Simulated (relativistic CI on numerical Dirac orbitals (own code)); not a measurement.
# Crystal-field levels of Yb³⁺, 4f13

Calculated by Dirac-Coulomb-Breit CI, separate exchange-only KLI orbitals for each configuration, model QED, one configuration in a parametric crystal field, unscaled Slater integrals (own radial code).

Field parameters in Wybourne normalisation; cubic f-shell fields have B⁴₄ = √(5/14) B⁴₀ and B⁶₄ = −√(7/2) B⁶₀. The field is a parameter set, without covalency.

S and J are read from ⟨S²⟩ = S(S + 1) and ⟨J²⟩ = J(J + 1) of each level; they are not fictitious spins.

D3d, B20 = -1020, B40 = 1370, B43 = -1230, B60 = -200, B63 = 570, B66 = -620 cm⁻¹, the lowest 7 levels:

| E (cm⁻¹) | Degeneracy | Irrep | S | J |
| --- | --- | --- | --- | --- |
| 0.0 | 2 | Γ4 | 0.50 | 3.50 |
| 635 | 2 | Γ4 | 0.50 | 3.50 |
| 760 | 2 | Γ5+Γ6 | 0.50 | 3.50 |
| 913 | 2 | Γ4 | 0.50 | 3.50 |
| 10361 | 2 | Γ4 | 0.50 | 2.50 |
| 10990 | 2 | Γ4 | 0.50 | 2.50 |
| 11045 | 2 | Γ5+Γ6 | 0.50 | 2.50 |

Principal g values of the ground doublet: 0.29, 0.29, 7.09.

Oh, B40 = -2340, B60 = 130 cm⁻¹, the lowest 5 levels:

```
E (cm⁻¹)  Degeneracy  Irrep     S     J
     0.0           2     Γ7  0.50  3.50
     662           4     Γ8  0.50  3.50
     977           2     Γ6  0.50  3.50
   10360           2     Γ7  0.50  2.50
   11017           4     Γ8  0.50  2.50
```

Principal g values of the ground doublet: 3.47, 3.47, 3.47.

Oh, B40 = 1800, B60 = 540 cm⁻¹, the lowest 5 levels:

```csv
E (cm⁻¹),Degeneracy,Irrep,S,J
0.0,2,Γ6,0.50,3.50
493,4,Γ8,0.50,3.50
798,2,Γ7,0.50,3.50
10504,4,Γ8,0.50,2.50
11004,2,Γ7,0.50,2.50
```

Principal g values of the ground doublet: 2.67, 2.67, 2.67.

The next free-ion level lies 10208 cm⁻¹ above the lowest; the field splits the ground level into components whose J stays near 7/2 as long as their spread is small against that gap.

Levels of this model without a field, named by their leading LS term: ²F°7/2 0, ²F°5/2 10208 cm⁻¹.
